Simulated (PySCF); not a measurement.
[PySCF 2.14.0 with density-fitted response routines: shielding tensors at PBE0/pcSseg-1 (GIAO); geometry: GFN2-xTB; one computed conformer; in vacuum; non-relativistic; rapidly exchanging positions averaged]

References, each an isolated molecule treated in the same way: 1H (σ = 31.72 ppm), 13C (σ = 186.93 ppm) vs TMS. Shifts are as computed. Against solution values, carbons near 30 ppm lie about +3 ppm off and those near 130 ppm about +5 ppm. Of 1211 compounds with measured shifts, 218 miss one by over three times the rms of a fit or turn the order of signals round; such compounds aren't used in these exercises. OH and NH positions are gas-phase values without hydrogen bonding to other molecules.

Task: Order these molecules by the shift of their most deshielded carbon-bound hydrogen, lowest δ first.
A. O=C/C=C(\CCF)[SiH2]O
B. C#C/C(F)=C(/C#C)C#N
C. CCOC=C=O
D. CCP1(=O)CC[SiH2]CC1

Result: D (1.90 ppm, hydrogen on an sp3 CH2 bonded to Si), B (3.86 ppm, hydrogen on a terminal alkyne carbon), C (6.91 ppm, hydrogen on a terminal carbon of a ketene), A (10.46 ppm, hydrogen on an aldehyde carbonyl carbon).

Task: Order these molecules by the shift of their most shielded carbon, lowest δ first.
A. C#C/C(F)=C(/C#C)C#N
B. CCOC=C=O
C. CCP1(=O)CC[SiH2]CC1
D. O=C/C=C(\CCF)[SiH2]O

Result: C (4.0 ppm, sp3 CH2 bonded to Si), B (18.2 ppm, methyl carbon), D (35.1 ppm, allylic sp3 CH2), A (76.3 ppm, alkyne carbon).

Task: How many 13C and 1H signals does each give (equivalence by symmetry and fast rotation, but not about amide C–N or C=N bonds)? `CCOC=C=O`, `CCP1(=O)CC[SiH2]CC1`, `C#C/C(F)=C(/C#C)C#N`, `O=C/C=C(\CCF)[SiH2]O`

Result: CCOC=C=O: 4 C, 3 H; CCP1(=O)CC[SiH2]CC1: 4 C, 8 H; C#C/C(F)=C(/C#C)C#N: 7 C, 2 H; O=C/C=C(\CCF)[SiH2]O: 5 C, 6 H.
